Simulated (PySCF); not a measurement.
## Lead: a sound run and one with changed settings

Sound run: Pb [Xe] 4f14 5d10 6s2 6p2, Pb⁺ [Xe] 4f14 5d10 6s2 6p1. Computed with PySCF 2.14 in def2-SVP with the def2 core potential (60 electrons) (4s4p2d, 26 functions), with a scalar-relativistic core potential. The sound run starts from symmetry-adapted Hartree-Fock orbitals and uses a fine grid where one is needed.

Changed run: 26 angular points. This setting is unsound on purpose.

```
species  method  sound run (hartree)  changed run (hartree)  converged
     Pb     UHF           -191.83338             -191.83338        yes
     Pb   M06-L           -192.93717             -192.93793        yes
     Pb     LDA           -192.56197             -192.56208        yes
    Pb⁺     UHF           -191.59193             -191.59193        yes
    Pb⁺   M06-L           -192.69472             -192.69544        yes
    Pb⁺     LDA           -192.29878             -192.29890        yes
```

Ionisation energy of Pb:

```json
{"method": "UHF", "sound run (eV)": "6.570", "changed run (eV)": "6.570"}
{"method": "M06-L", "sound run (eV)": "6.597", "changed run (eV)": "6.598"}
{"method": "LDA", "sound run (eV)": "7.162", "changed run (eV)": "7.161"}
```

A coarse angular grid integrates products of high-l functions wrongly, so density functionals can shift, and the SCF can exploit the error; Hartree-Fock and MP2 need no grid.

For comparison, NIST gives 7.417 eV between the lowest levels.
